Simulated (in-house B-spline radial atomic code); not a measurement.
## Response and correlation of Ba III (Ba2+)

Closed shell [Kr] 4d10 5s2 5p6. Computed with a B-spline radial code for spherical atoms: Dirac-Hartree-Fock, relativistic RPA (time-dependent Dirac-Hartree-Fock) for the response and second-order many-body perturbation theory for correlation, no-pair Dirac-Coulomb Hamiltonian, finite nucleus.

| multipole (bohr³, bohr⁵, bohr⁷) | uncoupled | coupled RPA |
| --- | --- | --- |
| dipole | 11.699 | ? |
| quadrupole | 37.855 | 45.961 |
| octupole | 302.68 | 410.35 |

Q: What is the coupled dipole polarisability?

A: 10.607 atomic units, -9 % against the uncoupled value.

Q: Which subshells carry the dipole polarisability?

A: 5p3/2 70.7 %, 5p1/2 27.4 %, 4d5/2 0.8 %.

Q: What does the dipole shielding factor come to?

A: The dipole shielding factor is 0.964, against the exact N/Z = 54/56 = 0.964 of the non-relativistic theorem.

Dipole polarisability at imaginary frequency:

| u (Eh) | α(iu) (bohr³) |
| --- | --- |
| 0 | 10.61 |
| 0.104 | 10.45 |
| 0.26 | 9.716 |
| 0.52 | 7.821 |
| 0.779 | 5.996 |
| 1.04 | 4.59 |
| 1.56 | 2.878 |
| 2.08 | 1.984 |
| 2.6 | 1.468 |
| 3.64 | 0.9196 |
| 5.2 | 0.5475 |
| 7.79 | 0.2933 |
| 10.4 | 0.184 |
| 15.6 | 0.09442 |
| 26 | 0.04067 |
| 52 | 0.01282 |

Q: What dispersion coefficients follow for two such ions (the dispersion part alone)?

A: C6 = (3/π)∫α(iu)²du = 78.16 hartree·bohr⁶ and C8 = 1830 hartree·bohr⁸.

Lowest J = 1 odd-parity excitations:

| energy (eV) | oscillator strength | leading channel | weight |
| --- | --- | --- | --- |
| 16.263 | 0.00457 | 5p3/2 → d3/2 | 0.69 |
| 19.084 | 0.0186 | 5p3/2 → s1/2 | 0.628 |
| 19.256 | 0.801 | 5p3/2 → s1/2 | 0.332 |
| 21.243 | 0.275 | 5p1/2 → s1/2 | 0.978 |
| 22.408 | 4.2 | 5p1/2 → d3/2 | 0.595 |
| 26.677 | 0.00328 | 5p3/2 → d3/2 | 0.761 |
| 26.906 | 0.132 | 5p3/2 → s1/2 | 0.967 |
| 27.409 | 0.51 | 5p3/2 → d5/2 | 0.749 |

Second-order correlation energy by the highest angular momentum of the excited pair (hartree): s -0.02611, p -0.2417, d -0.7824, f -1.335, g -0.4259, h -0.185, i -0.08437, k -0.04303.

Q: What is the second-order correlation energy at the partial-wave limit?

A: The listed waves sum to -3.1238 hartree; extrapolating the increments as (l + 1/2)⁻⁴ gives -3.2117 hartree, -1.62 eV per electron.
